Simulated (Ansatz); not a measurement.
Compare A (`[NH2][SnH2][CH2][SiH3]`) with its isomer B (`C[SiH2][NH][SnH3]`).

Computed with Ansatz on PBE0-D4/def2-TZVP structures; ΔE is electronic, products minus reactants. CBS: MP2 limit from def2 TZ/QZ plus the TZ coupled-cluster correction, frozen cores. DFT in def2-TZVPP. B3LYP here is the variant with VWN-RPA as its local correlation; programs differ in this. def2 core potentials past Kr. For Sn outer-core shells are correlated without core-valence functions, which leaves a few kJ/mol of doubt a bond. Each species was taken in one conformer, which may not be the lowest.

(1) Which isomer does CCSD(T)/CBS put lower? Give the gap. (Best estimate.)

(2) Give E(B) − E(A) in kJ/mol with B3LYP-D4, B3LYP, CCSD/def2-TZVPP, MP2/def2-TZVPP, r2SCAN-D4, CCSD(T)/def2-TZVPP, B2PLYP. (Estimate.)

Largest T1 diagnostic: 0.012.

## Answers

(1) Ansatz gave: B, by 65.9 kJ/mol.

(2) The calculation gave: B3LYP-D4 -72.1, B3LYP -71.0, CCSD/def2-TZVPP -69.9, MP2/def2-TZVPP -66.0, r2SCAN-D4 -70.3, CCSD(T)/def2-TZVPP -66.9, B2PLYP -70.3. None reverses the order clearly.

In def2-TZVPP, CCSD(T) changes the Hartree–Fock value by +17.2 kJ/mol (the triples alone add +3.0 kJ/mol) and MP2 by +18.1 kJ/mol. From PBE to PBE0 (25 % exact exchange), in def2-TZVPP and without D4, E(B) − E(A) moves by −5.6 kJ/mol.
